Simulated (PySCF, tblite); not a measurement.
Compound: C7H15P.
Atom-mapped SMILES: `[CH2:1]=[CH:2][PH:3][C:4]([CH3:5])([CH3:6])[CH2:7][CH3:8]` (hydrogens: H9, H10 on C1; H11 on C2; H12 on P3; H13, H14, H15 on C5; H16, H17, H18 on C6; H19, H20 on C7; H21, H22, H23 on C8)

The geometry is computed with GFN2-xTB (gas phase).

(1) Give the optimised bond lengths and angles.

Answers

(1) 
```json
{"bond": "C1=C2", "length (bohr)": "2.503", "order": "double"}
{"bond": "C2–P3", "length (bohr)": "3.426", "order": "single"}
{"bond": "P3–C4", "length (bohr)": "3.586", "order": "single"}
{"bond": "C4–C5, C4–C6", "length (bohr)": "2.886", "order": "single"}
{"bond": "C4–C7", "length (bohr)": "2.903", "order": "single"}
{"bond": "C7–C8", "length (bohr)": "2.882", "order": "single"}
{"bond": "C1–H9", "length (bohr)": "2.038", "order": "single"}
{"bond": "C1–H10", "length (bohr)": "2.038", "order": "single"}
{"bond": "C2–H11", "length (bohr)": "2.049", "order": "single"}
{"bond": "P3–H12", "length (bohr)": "2.650", "order": "single"}
{"bond": "C5–H13 and 5 like bonds", "length (bohr)": "2.058", "order": "single"}
{"bond": "C7–H19, C7–H20", "length (bohr)": "2.068", "order": "single"}
{"bond": "C8–H21, C8–H22, C8–H23", "length (bohr)": "2.054", "order": "single"}
```

Bonds in one row agree within 0.02 bohr and their mean is given. Orders are formal, as drawn. A selection of angles:
```json
{"angle": "C2–C1–H9", "degrees": "122.2"}
{"angle": "C2–C1–H10", "degrees": "121.6"}
{"angle": "H9–C1–H10", "degrees": "116.2"}
{"angle": "C1–C2–P3", "degrees": "124.6"}
{"angle": "C1–C2–H11", "degrees": "120.3"}
{"angle": "P3–C2–H11", "degrees": "114.8"}
{"angle": "C2–P3–C4", "degrees": "101.0"}
{"angle": "C2–P3–H12", "degrees": "95.1"}
{"angle": "C4–P3–H12", "degrees": "95.1"}
{"angle": "P3–C4–C5", "degrees": "111.1"}
{"angle": "P3–C4–C6", "degrees": "105.6"}
{"angle": "P3–C4–C7", "degrees": "106.4"}
{"angle": "C5–C4–C6", "degrees": "110.1"}
{"angle": "C5–C4–C7", "degrees": "112.0"}
{"angle": "C4–C5–H13", "degrees": "110.5"}
{"angle": "C4–C5–H14", "degrees": "111.0"}
{"angle": "H13–C5–H14", "degrees": "108.6"}
{"angle": "H13–C5–H15", "degrees": "107.9"}
{"angle": "C4–C7–C8", "degrees": "115.2"}
{"angle": "C4–C7–H19", "degrees": "108.6"}
{"angle": "C4–C7–H20", "degrees": "108.2"}
{"angle": "C8–C7–H19", "degrees": "108.4"}
{"angle": "C8–C7–H20", "degrees": "108.7"}
{"angle": "H19–C7–H20", "degrees": "107.5"}
{"angle": "C7–C8–H21", "degrees": "109.6"}
{"angle": "C7–C8–H22", "degrees": "111.1"}
{"angle": "H21–C8–H22", "degrees": "108.0"}
{"angle": "H22–C8–H23", "degrees": "108.8"}
```

Dihedral angles: C1–C2–P3–C4 -115° (anticlinal); C2–P3–C4–C5 45° (synclinal); P3–C4–C7–C8 -174° (antiperiplanar). The mirror-image conformer, all signs reversed, is as good.

Of the pairs four or more bonds apart, C2···H14 is among the closest relative to their van der Waals radii: 2.66 Å, 92 % of the sum of Bondi's values. The C–P distances run from 1.813 Å (C2–P3, drawn single) to 1.898 Å (P3–C4, drawn single), a spread of 0.085 Å. The C–C distances run from 1.325 Å (C1=C2, drawn double) to 1.536 Å (C4–C7, drawn single), a spread of 0.211 Å. P3 (phosphine phosphorus) is pyramidal (angles 101.0°, 95.1° and 95.1°, sum 291.3°, 0.84 Å off the plane of its three neighbours).

Point group: C1 (no symmetry element, even within 0.4 Å). Its GFN2-xTB frequencies are all real (lowest 44 cm⁻¹). The numbers are those of one conformer.
